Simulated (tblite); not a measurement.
A geometry optimisation, step by step.

C2H5F3OSi.
Atom-mapped SMILES: `[CH3:1][CH2:2][O:3][Si:4]([F:5])([F:6])[F:7]` (hydrogens: H8, H9, H10 on C1; H11, H12 on C2)

Computed with GFN2-xTB (tblite), gas phase: L-BFGS steps from a force-field or distance-geometry start until the largest atomic force falls under 0.01 eV/Å. 7 of its 39 geometries are shown.

Step 0: E = -736.0467 eV, largest atomic force 1.976 eV/Å
```
atom  x, y, z in Å  |  force x, y, z in eV/Å
C1     -1.796    0.671    0.058   -0.775   0.632   0.240
C2     -0.617   -0.255   -0.071   -0.296  -0.221   0.511
O3      0.581    0.506    0.101    1.569  -1.174  -0.253
Si4     2.025   -0.278   -0.001   -1.180   0.883   0.391
F5      3.218    0.757    0.218   -0.670  -0.637  -0.161
F6      2.136   -0.983   -1.431    0.220   0.130   0.605
F7      2.071   -1.401    1.147    0.241   0.438  -0.698
H8     -1.800    1.179    1.037    0.058  -0.322  -0.373
H9     -1.753    1.455   -0.702   -0.002  -0.184   0.062
H10    -2.747    0.123   -0.052    0.501   0.189   0.035
H11    -0.634   -0.743   -1.048    0.162   0.001   0.007
H12    -0.683   -1.033    0.719    0.172   0.264  -0.367
```

Step 6: E = -736.1966 eV, largest atomic force 0.262 eV/Å
```
atom  x, y, z in Å  |  force x, y, z in eV/Å
C1     -1.809    0.699    0.063   -0.114   0.019   0.025
C2     -0.644   -0.252   -0.061    0.018  -0.033   0.025
O3      0.577    0.464    0.088    0.246   0.082   0.036
Si4     1.984   -0.262    0.008    0.078  -0.035   0.014
F5      3.179    0.737    0.209   -0.084   0.103   0.008
F6      2.186   -0.989   -1.385    0.115  -0.065  -0.010
F7      2.122   -1.399    1.103    0.101  -0.052  -0.020
H8     -1.801    1.175    1.041   -0.002   0.030  -0.074
H9     -1.758    1.460   -0.712   -0.002   0.002   0.072
H10    -2.728    0.132   -0.051   -0.092   0.052   0.001
H11    -0.630   -0.737   -1.037   -0.132  -0.065  -0.117
H12    -0.677   -1.027    0.709   -0.131  -0.038   0.041
```

Step 13: E = -736.2377 eV, largest atomic force 0.147 eV/Å
```
atom  x, y, z in Å  |  force x, y, z in eV/Å
C1     -1.827    0.717    0.066    0.008   0.129   0.021
C2     -0.670   -0.255   -0.064   -0.107  -0.100   0.015
O3      0.590    0.394    0.081    0.004  -0.048  -0.025
Si4     2.018   -0.293    0.007   -0.032   0.000  -0.008
F5      3.103    0.825    0.213   -0.038   0.045   0.025
F6      2.328   -1.043   -1.352    0.006   0.044  -0.132
F7      2.257   -1.449    1.063    0.002   0.036   0.126
H8     -1.812    1.204    1.035    0.023  -0.003   0.092
H9     -1.769    1.485   -0.696    0.030   0.052  -0.101
H10    -2.768    0.179   -0.046    0.127   0.014   0.012
H11    -0.701   -0.739   -1.041    0.002  -0.057  -0.096
H12    -0.746   -1.024    0.706   -0.025  -0.111   0.070
```

Step 19: E = -736.2561 eV, largest atomic force 0.167 eV/Å
```
atom  x, y, z in Å  |  force x, y, z in eV/Å
C1     -1.812    0.744    0.071    0.030  -0.105  -0.018
C2     -0.695   -0.284   -0.066   -0.059   0.018  -0.025
O3      0.586    0.324    0.067   -0.147  -0.078  -0.009
Si4     2.030   -0.317   -0.001   -0.038   0.038   0.008
F5      3.038    0.869    0.224    0.040   0.023   0.001
F6      2.388   -1.030   -1.370   -0.001   0.026   0.006
F7      2.315   -1.433    1.086    0.011   0.007   0.013
H8     -1.795    1.221    1.049    0.106  -0.011  -0.079
H9     -1.750    1.506   -0.704    0.102  -0.054   0.089
H10    -2.755    0.215   -0.039   -0.058   0.044   0.002
H11    -0.749   -0.761   -1.053   -0.009   0.014   0.134
H12    -0.801   -1.054    0.710    0.022   0.076  -0.120
```

Step 25: E = -736.2710 eV, largest atomic force 0.122 eV/Å
```
atom  x, y, z in Å  |  force x, y, z in eV/Å
C1     -1.800    0.748    0.072    0.061   0.001  -0.003
C2     -0.736   -0.323   -0.076    0.085  -0.059   0.001
O3      0.554    0.249    0.053    0.035   0.054  -0.002
Si4     2.026   -0.319   -0.001    0.014   0.021   0.009
F5      2.980    0.912    0.232   -0.024   0.000  -0.010
F6      2.437   -0.993   -1.376   -0.024   0.003   0.082
F7      2.370   -1.399    1.107   -0.019   0.013  -0.073
H8     -1.720    1.227    1.044   -0.035  -0.039   0.032
H9     -1.674    1.510   -0.691   -0.040  -0.012  -0.049
H10    -2.774    0.278   -0.030   -0.007   0.120   0.020
H11    -0.809   -0.802   -1.055   -0.017  -0.031  -0.065
H12    -0.855   -1.088    0.695   -0.029  -0.071   0.059
```

Step 32: E = -736.2752 eV, largest atomic force 0.024 eV/Å
```
atom  x, y, z in Å  |  force x, y, z in eV/Å
C1     -1.789    0.749    0.072   -0.004   0.008   0.002
C2     -0.746   -0.344   -0.079    0.012  -0.002   0.001
O3      0.544    0.230    0.048    0.006   0.015   0.006
Si4     2.026   -0.311    0.002    0.000  -0.010  -0.004
F5      2.959    0.934    0.234   -0.021   0.012   0.000
F6      2.451   -0.986   -1.367   -0.002  -0.007   0.004
F7      2.385   -1.392    1.102   -0.009  -0.004  -0.007
H8     -1.697    1.221    1.046    0.008   0.007   0.010
H9     -1.652    1.506   -0.694    0.009   0.008  -0.006
H10    -2.782    0.322   -0.024   -0.010  -0.010  -0.002
H11    -0.827   -0.821   -1.060    0.008  -0.007  -0.009
H12    -0.872   -1.108    0.694    0.003  -0.009   0.006
```

Step 38: E = -736.2755 eV, largest atomic force 0.007 eV/Å
```
atom  x, y, z in Å  |  force x, y, z in eV/Å
C1     -1.788    0.749    0.072   -0.002   0.001   0.001
C2     -0.743   -0.343   -0.079   -0.007   0.002   0.001
O3      0.545    0.234    0.050    0.001  -0.001   0.000
Si4     2.024   -0.311    0.001   -0.002   0.002   0.002
F5      2.951    0.938    0.233    0.001   0.004  -0.001
F6      2.449   -0.990   -1.365   -0.001  -0.001  -0.005
F7      2.381   -1.395    1.099   -0.001  -0.004   0.004
H8     -1.695    1.221    1.047    0.002  -0.004  -0.005
H9     -1.650    1.506   -0.694    0.002  -0.005   0.004
H10    -2.782    0.321   -0.023    0.007   0.000   0.000
H11    -0.822   -0.821   -1.060   -0.001   0.003  -0.001
H12    -0.868   -1.109    0.694    0.001   0.004   0.001
```

Question: Summarise the path.

Answer: The energy falls by 0.2288 eV from step 0 to step 38; nine tenths of that is first reached at step 18. It falls at every step. The largest force goes from 1.976 to 0.007 eV/Å. Among the bonds O3–Si4 changes most, from 1.646 to 1.577 Å; the atoms move by 0.217 Å rms after alignment.

Question: Follow the three bonds and two angles with the largest change from start to end.

Answer: 
```json
{"step": "0", "E above end (eV)": "0.2288", "largest force (eV/Å)": "1.976", "O3–Si4 (Å)": "1.646", "Si4–F7 (Å)": "1.607", "Si4–F5 (Å)": "1.594", "C2–O3–Si4 (°)": "118.3", "O3–Si4–F7 (°)": "108.3"}
{"step": "2", "E above end (eV)": "0.1066", "largest force (eV/Å)": "0.525", "O3–Si4 (Å)": "1.582", "Si4–F7 (Å)": "1.590", "Si4–F5 (Å)": "1.573", "C2–O3–Si4 (°)": "120.8", "O3–Si4–F7 (°)": "109.5"}
{"step": "3", "E above end (eV)": "0.0970", "largest force (eV/Å)": "0.294", "O3–Si4 (Å)": "1.583", "Si4–F7 (Å)": "1.583", "Si4–F5 (Å)": "1.568", "C2–O3–Si4 (°)": "121.4", "O3–Si4–F7 (°)": "109.7"}
{"step": "5", "E above end (eV)": "0.0841", "largest force (eV/Å)": "0.229", "O3–Si4 (Å)": "1.584", "Si4–F7 (Å)": "1.583", "Si4–F5 (Å)": "1.569", "C2–O3–Si4 (°)": "121.8", "O3–Si4–F7 (°)": "110.9"}
{"step": "7", "E above end (eV)": "0.0738", "largest force (eV/Å)": "0.237", "O3–Si4 (Å)": "1.586", "Si4–F7 (Å)": "1.587", "Si4–F5 (Å)": "1.572", "C2–O3–Si4 (°)": "121.5", "O3–Si4–F7 (°)": "112.7"}
{"step": "8", "E above end (eV)": "0.0685", "largest force (eV/Å)": "0.260", "O3–Si4 (Å)": "1.587", "Si4–F7 (Å)": "1.588", "Si4–F5 (Å)": "1.572", "C2–O3–Si4 (°)": "121.5", "O3–Si4–F7 (°)": "113.5"}
{"step": "10", "E above end (eV)": "0.0551", "largest force (eV/Å)": "0.425", "O3–Si4 (Å)": "1.587", "Si4–F7 (Å)": "1.585", "Si4–F5 (Å)": "1.570", "C2–O3–Si4 (°)": "122.3", "O3–Si4–F7 (°)": "114.8"}
{"step": "12", "E above end (eV)": "0.0421", "largest force (eV/Å)": "0.220", "O3–Si4 (Å)": "1.586", "Si4–F7 (Å)": "1.583", "Si4–F5 (Å)": "1.570", "C2–O3–Si4 (°)": "125.1", "O3–Si4–F7 (°)": "115.1"}
{"step": "13", "E above end (eV)": "0.0378", "largest force (eV/Å)": "0.147", "O3–Si4 (Å)": "1.586", "Si4–F7 (Å)": "1.584", "Si4–F5 (Å)": "1.572", "C2–O3–Si4 (°)": "126.5", "O3–Si4–F7 (°)": "114.9"}
{"step": "15", "E above end (eV)": "0.0307", "largest force (eV/Å)": "0.159", "O3–Si4 (Å)": "1.585", "Si4–F7 (Å)": "1.586", "Si4–F5 (Å)": "1.575", "C2–O3–Si4 (°)": "128.5", "O3–Si4–F7 (°)": "114.3"}
{"step": "17", "E above end (eV)": "0.0255", "largest force (eV/Å)": "0.122", "O3–Si4 (Å)": "1.584", "Si4–F7 (Å)": "1.586", "Si4–F5 (Å)": "1.575", "C2–O3–Si4 (°)": "129.3", "O3–Si4–F7 (°)": "114.3"}
{"step": "18", "E above end (eV)": "0.0227", "largest force (eV/Å)": "0.145", "O3–Si4 (Å)": "1.583", "Si4–F7 (Å)": "1.585", "Si4–F5 (Å)": "1.573", "C2–O3–Si4 (°)": "129.6", "O3–Si4–F7 (°)": "114.5"}
{"step": "20", "E above end (eV)": "0.0160", "largest force (eV/Å)": "0.144", "O3–Si4 (Å)": "1.581", "Si4–F7 (Å)": "1.583", "Si4–F5 (Å)": "1.571", "C2–O3–Si4 (°)": "130.9", "O3–Si4–F7 (°)": "115.2"}
{"step": "21", "E above end (eV)": "0.0134", "largest force (eV/Å)": "0.126", "O3–Si4 (Å)": "1.580", "Si4–F7 (Å)": "1.583", "Si4–F5 (Å)": "1.571", "C2–O3–Si4 (°)": "131.8", "O3–Si4–F7 (°)": "115.3"}
{"step": "23", "E above end (eV)": "0.0092", "largest force (eV/Å)": "0.134", "O3–Si4 (Å)": "1.579", "Si4–F7 (Å)": "1.584", "Si4–F5 (Å)": "1.573", "C2–O3–Si4 (°)": "133.3", "O3–Si4–F7 (°)": "115.2"}
{"step": "25", "E above end (eV)": "0.0045", "largest force (eV/Å)": "0.122", "O3–Si4 (Å)": "1.579", "Si4–F7 (Å)": "1.585", "Si4–F5 (Å)": "1.574", "C2–O3–Si4 (°)": "134.5", "O3–Si4–F7 (°)": "115.1"}
{"step": "26", "E above end (eV)": "0.0030", "largest force (eV/Å)": "0.128", "O3–Si4 (Å)": "1.579", "Si4–F7 (Å)": "1.585", "Si4–F5 (Å)": "1.574", "C2–O3–Si4 (°)": "134.6", "O3–Si4–F7 (°)": "115.1"}
{"step": "28", "E above end (eV)": "0.0010", "largest force (eV/Å)": "0.070", "O3–Si4 (Å)": "1.578", "Si4–F7 (Å)": "1.584", "Si4–F5 (Å)": "1.573", "C2–O3–Si4 (°)": "134.9", "O3–Si4–F7 (°)": "115.4"}
{"step": "30", "E above end (eV)": "0.0004", "largest force (eV/Å)": "0.029", "O3–Si4 (Å)": "1.578", "Si4–F7 (Å)": "1.584", "Si4–F5 (Å)": "1.574", "C2–O3–Si4 (°)": "135.4", "O3–Si4–F7 (°)": "115.4"}
{"step": "31", "E above end (eV)": "0.0003", "largest force (eV/Å)": "0.027", "O3–Si4 (Å)": "1.577", "Si4–F7 (Å)": "1.584", "Si4–F5 (Å)": "1.574", "C2–O3–Si4 (°)": "135.5", "O3–Si4–F7 (°)": "115.3"}
{"step": "33", "E above end (eV)": "0.0002", "largest force (eV/Å)": "0.028", "O3–Si4 (Å)": "1.577", "Si4–F7 (Å)": "1.584", "Si4–F5 (Å)": "1.574", "C2–O3–Si4 (°)": "135.4", "O3–Si4–F7 (°)": "115.2"}
{"step": "35", "E above end (eV)": "0.0001", "largest force (eV/Å)": "0.016", "O3–Si4 (Å)": "1.578", "Si4–F7 (Å)": "1.584", "Si4–F5 (Å)": "1.574", "C2–O3–Si4 (°)": "135.1", "O3–Si4–F7 (°)": "115.2"}
{"step": "36", "E above end (eV)": "0.0000", "largest force (eV/Å)": "0.013", "O3–Si4 (Å)": "1.578", "Si4–F7 (Å)": "1.584", "Si4–F5 (Å)": "1.574", "C2–O3–Si4 (°)": "135.1", "O3–Si4–F7 (°)": "115.2"}
{"step": "38", "E above end (eV)": "0.0000", "largest force (eV/Å)": "0.007", "O3–Si4 (Å)": "1.577", "Si4–F7 (Å)": "1.584", "Si4–F5 (Å)": "1.574", "C2–O3–Si4 (°)": "135.1", "O3–Si4–F7 (°)": "115.2"}
```

What follows is the cost of the whole relaxation. Time: 0.2 s of wall time. Hardware: an Arm Neoverse V1 with one thread, shared host with 32 logical CPUs at a one-minute load of 30.
